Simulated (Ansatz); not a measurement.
Cartesian coordinates (Å):
```xyz
15

B     -2.9387     0.0136    -0.1400
C     -1.7696    -0.8627     0.2985
C     -0.4598    -0.5875     0.1177
C      0.0926     0.5852    -0.5233
C      1.3937     0.8302    -0.6940
C      2.5546    -0.0096    -0.2836
H     -4.0592    -0.3367     0.0708
H     -2.7741     1.0545    -0.6966
H     -1.9805    -1.8005     0.8043
H      0.2647    -1.3085     0.4835
H     -0.6152     1.3155    -0.8905
H      1.6573     1.7562    -1.1954
H      2.2691    -0.9277     0.2229
H      3.2112     0.5549     0.3823
H      3.1538    -0.2769    -1.1571
```
Charge 0, multiplicity 1.

The numbers are results of frozen-core CCSD(T)/cc-pVTZ // CAM-B3LYP-D3(BJ)/def2-TZVP (Ansatz, an electronic-structure program), not measurements. The restricted HF reference is unstable towards unrestricted orbitals.

| Quantity | Result |
|---|---|
| HF energy | -219.28910 Ha |
| MP2 correlation energy | -0.91863 Ha |

### Question
Estimate the CCSD correlation energy, the (T) correction, the total energy and the T1 diagnostic.

### Answer

```
Property                        Result
-----------------------  -------------
CCSD correlation energy    -0.97274 Ha
(T) correction             -0.04465 Ha
CCSD(T) total energy     -220.30649 Ha
T1 diagnostic                    0.011
```
